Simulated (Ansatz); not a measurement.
Geometry optimisation, RKS PBE0/STO-3G (Ansatz).

Input:

```yaml
crystal:
  periodic: [false, false, false]
  atoms:
    - { symbol: B, position_ang: [-1.2409, 1.3011, 0.3094] }
    - { symbol: C, position_ang: [-0.5072, 0.0123, 0.6714] }
    - { symbol: Si, position_ang: [1.2856, 0.3931, 0.8303] }
    - { symbol: Al, position_ang: [-0.6749, -1.3728, -0.7335] }
    - { symbol: S, position_ang: [-0.048, -0.9913, -2.8657] }
    - { symbol: H, position_ang: [-1.2791, 2.2778, 1.0426] }
    - { symbol: H, position_ang: [-1.8594, 1.4466, -0.7144] }
    - { symbol: H, position_ang: [0.76002, -1.14739, -0.22185] }
    - { symbol: H, position_ang: [2.0439, -0.8172, 1.2594] }
    - { symbol: H, position_ang: [1.8445, 0.898, -0.4106] }
    - { symbol: H, position_ang: [1.5039, 1.4071, 1.911] }
    - { symbol: H, position_ang: [-1.3867, -2.7805, -0.3352] }
    - { symbol: H, position_ang: [1.1882, -1.4504, -2.58] }
basis:
  gaussian: { orbitals: STO-3G }
hamiltonian:
  xc: pbe0
relax:
  f_tol: 0.02
  max_steps: 50
```

Command:

```bash
$ ansatz run input.yaml --threads 1 --pin off --max-ram 2048MiB --backend cpu --events-out ev --progress --plain --runs-dir out
```

Task: Where does it end, and by what steps?

Result: It converged. The force dipped under the threshold on the way, but the program's further checks kept it going. Limits of this set-up: minimal basis. After 35 steps the energy has fallen by 6.198 eV; H8 moved furthest, 1.57 Å. Joined: B1–Al4, C2–S5.

| step | energy less start (eV) | largest force component (eV/Å) | accepted |
| --- | --- | --- | --- |
| 0 | 0.0000 | 3.534 | yes |
| 2 | -1.7851 | 1.244 | yes |
| 4 | -2.4929 | 1.041 | yes |
| 6 | -2.9738 | 0.869 | yes |
| 8 | -3.4043 | 0.770 | yes |
| 10 | -4.0825 | 1.222 | yes |
| 12 | -5.3499 | 1.001 | yes |
| 14 | -5.7500 | 0.756 | yes |
| 16 | -6.0256 | 0.557 | yes |
| 18 | -6.1111 | 0.620 | yes |
| 20 | -6.1430 | 0.097 | yes |
| 22 | -6.1568 | 0.215 | yes |
| 24 | -6.1702 | 0.260 | yes |
| 26 | -6.1847 | 0.271 | yes |
| 28 | -6.1923 | 0.049 | yes |
| 30 | -6.1945 | 0.013 | yes |
| 32 | -6.1974 | 0.039 | yes |
| 34 | -6.1979 | 0.030 | yes |
| 35 | -6.1980 | 0.005 | yes |

```xyz
13
Properties=species:S:1:pos:R:3
B -1.274 0.924 -0.082
C 0.015 0.282 -0.373
Si 1.595 0.691 0.514
Al -0.757 -1.546 -0.223
S 0.157 -0.523 -2.061
H -1.434 1.410 0.971
H -2.169 0.916 -0.836
H 0.232 -2.516 0.336
H 2.563 -0.363 0.308
H 2.169 1.918 0.011
H 1.332 0.829 1.925
H -2.209 -1.817 -0.435
H 1.409 -1.030 -1.892
```

Time of the run: 2 min on 1 CPU thread of a shared host.
